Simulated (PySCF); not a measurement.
Computed shifts of a molecule CH₅F₃Si₂, HF/pcSseg-1 (PySCF), GIAO, gas phase, atoms alike by connectivity averaged where their shifts nearly agree, in ppm (number of nuclei): ¹³C: -0.8 (1). ²⁹Si: 7.5 (1), -7.1 (1). ¹⁹F: -132.8 (1), -134.5 (1), -184.9 (1). ¹H: 5.11 (1), 5.07 (1), 0.83 (3). References: ¹³C against TMS (σ = 192.6 ppm); ²⁹Si against TMS (σ = 393.8 ppm); ¹⁹F against CFCl3 (σ = 238.5 ppm); ¹H against TMS (σ = 31.99 ppm), references at their B3LYP-D3(BJ)/def2-TZVP geometries, non-relativistic. Geometry: PBE0-D3(BJ)/def2-SVP. Other conformers were not sampled.

Q: Which structure fits?
A. C[Si@H](F)[SiH](F)F
B. F[C@@H]([SiH3])[SiH](F)F
C. FC[SiH2][SiH](F)F
D. C[Si](F)(F)[SiH2]F

A: A, C[Si@H](F)[SiH](F)F
